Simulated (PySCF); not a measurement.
An unknown gives this computed stick spectrum. The calculation used PySCF, TDDFT PBE0/def2-SVPD, vertical, gas phase, core orbitals frozen in the response. Geometries: PBE0-D3(BJ)/def2-SVP, one conformer each.

```tsv
state	λ (nm)	f
S1	175.4	0.0054
S2	173.0	0.0074
S3	165.8	0.0052
S4	164.6	0.0026
S5	159.3	0.038
S6	157.6	0.017
S7	155.8	0.0009
S8	154.3	0.0034
S9	153.4	0.067
S10	153.2	0.0032
```

Triplets computed (Tamm–Dancoff): 6.94, 7.05, 7.13, 7.22 eV.

Question: Which candidate is it?
A. `COC[SiH2]N[SiH3]`
B. `C[O+](C)[BH2-]C[SiH3]`
C. `CC(=O)OC(C)=O`

Answer: B. Its S1, at 7.07 eV, is the highest among the candidates; the nearest of the others has S1 at 6.03 eV. S1 is HOMO→LUMO (96%). Löwdin shares by element: HOMO carbon 31% or more, boron 20%, oxygen 12%, silicon 11% (atoms not listed hold the other 25%); LUMO carbon 30% or more, boron 10%, hydrogen 9% or more (atoms not listed hold the other 50%). At the same level the other candidates give, for their lowest levels:
- `COC[SiH2]N[SiH3]`: 206 nm (f 0.004); 198 nm (f 0.005); 186 nm (f 0.037); 186 nm (f 0.029); 172 nm (f 0.004); T1 5.71 eV; HOMO -7.30, LUMO 0.10 eV
- `CC(=O)OC(C)=O`: 252 nm (f 0.002); 217 nm (f 0.000); 180 nm (f 0.000); 172 nm (f 0.032); 162 nm (f 0.001); T1 4.42 eV; HOMO -7.87, LUMO -0.93 eV

Conformer computed: `[CH3:1][O+:2]([CH3:3])[BH2-:4][CH2:5][SiH3:6]`: C1–O2–B4–C5 -70°, O2–B4–C5–Si6 179°.
